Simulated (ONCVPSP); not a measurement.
V: ONCV pseudisation with PW91, scalar-relativistic reference atom.

- Element: vanadium (V)
- Generator: ONCVPSP 4.0.1
- Type: optimised norm-conserving Vanderbilt (ONCV)
- Functional: PW91
- Relativity: scalar-relativistic
- Frozen core: [Ne]
- Valence charge: 13
- Reference configuration: 3s2 3p6 3d3 (charge +2)
- Partial waves: 3s: rc 1.00 bohr, ncon 4, nbas 8, qcut 6.9 1/bohr, 2 projectors, debl 0.5 Ha; 3p: rc 1.55 bohr, ncon 4, nbas 9, qcut 8.9 1/bohr, 2 projectors, debl 1.7 Ha; 3d: rc 2.20 bohr, ncon 4, nbas 7, qcut 5.8 1/bohr, 2 projectors, debl 2.8 Ha
- Local potential: polynomial inside 0.95 bohr (lpopt 5, dvloc0 3 Ha)
- Core correction: Teter function, fcfact 2.75, rcfact 1.55

In the s channel the program set the typed energies aside and used -3.190, 0.250 Ha. In the p channel the program set the typed energies aside and used -2.229, 0.250 Ha.

All-electron outer shells of the reference configuration (PW91, scalar-relativistic, ld1.x):

```json
{"shell": "3s", "level (eV)": "-86.81", "outermost node (bohr)": "0.38", "outermost maximum (bohr)": "0.82"}
{"shell": "3p", "level (eV)": "-60.66", "outermost node (bohr)": "0.35", "outermost maximum (bohr)": "0.84"}
{"shell": "3d", "level (eV)": "-21.40", "outermost node (bohr)": "–", "outermost maximum (bohr)": "0.88"}
```

(1) Estimate the cutoffs (Ha) at which the residual kinetic energy of the hardest occupied pseudo-wave falls to 1 and 0.1 mHa per electron.

(2) What does a ghost test show?

(3) Which valence shell sets the plane-wave cutoff?

(4) Tests: 3s2 3p6 3d3 4s2; 3s2 3p6 3d3 4s1; 3s2 3p6 3d2; 3s2 3p6 3d2 4s2. Which has the largest error in its energy relative to the reference configuration, and how large is it?

Answers

(1) 147 Ha and 180 Ha.

(2) No bound ghost flagged; GHOST(+) flagged for s at 485.6 eV.

(3) 3s: 147 Ha for 1 mHa per electron, against 24 Ha for 3p.

(4) 3s2 3p6 3d2, with +337 meV (all-electron minus pseudo) on +29.00 eV.
